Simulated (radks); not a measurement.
The numbers below are computed, except where a source is named.
Q: The mean radii <r> (bohr) of the occupied orbitals of an atom or ion are listed with their occupations. Level of theory: Dirac Kohn-Sham, PBE, spin-unpolarised, spherical densities, finite nucleus; Fermi nuclear charge, rms radius of each element as measured or else 0.836 A^(1/3) + 0.57 fm (a radial shooting solver on a logarithmic mesh with Libxc functionals).

| orbital | occ. | <r> |
|---|---|---|
| 1s1/2 | 2 | 0.03106 |
| 2s1/2 | 2 | 0.1304 |
| 2p1/2 | 2 | 0.1100 |
| 2p3/2 | 2 | 0.1147 |
| 3s1/2 | 2 | 0.3128 |
| 4s1/2 | 2 | 0.5816 |

Name the element and its charge. Open shells, if any, fill j = l - 1/2 first.

A: Z = 47, silver, charge +35: Ag35+ in [He] 2s2 2p4 3s2 4s2. The 1s radius gives Z: for a bare nucleus <r> = (2 gamma + 1)/(2Z) with gamma = sqrt(1 - (Z/c)^2), 0.03062 bohr for Z = 47, and screening makes it slightly larger (0.03106 here). The occupations add up to 12, and the charge is Z minus that.
